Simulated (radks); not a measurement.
Values are calculated unless marked as measured or tabulated.
Problem. Ionisation of Ce, [Xe] 4f1 5d1 6s2, to Ce+, [Xe] 4f1 5d2, under several functionals. Scalar-relativistic Kohn-Sham, spin-polarised, spherical densities, finite nucleus; open shells are filled with parallel spins first (spin-orbit coupling, left out, can overturn this in heavy ions); a radial shooting solver on a logarithmic mesh with Libxc functionals. The NIST Atomic Spectra Database gives 5.539 eV (measured). Rank these functionals by the error of their Delta-SCF ionisation energy: exchange-only r2SCAN; LDA (Slater exchange, Perdew-Zunger correlation); exchange-only LDA; r2SCAN; TASK exchange with Perdew-Wang LDA correlation; exchange-only B88.

Solution. From best to worst: r2SCAN 5.387 eV (-0.151); exchange-only B88 5.268 eV (-0.270); exchange-only LDA 5.205 eV (-0.333); LDA (Slater exchange, Perdew-Zunger correlation) 6.093 eV (+0.554); TASK exchange with Perdew-Wang LDA correlation 4.870 eV (-0.669); exchange-only r2SCAN 4.716 eV (-0.823). Open shells are spherical and high-spin; term and fine-structure splittings are not resolved. Spin-orbit splitting is averaged out at the scalar-relativistic level.
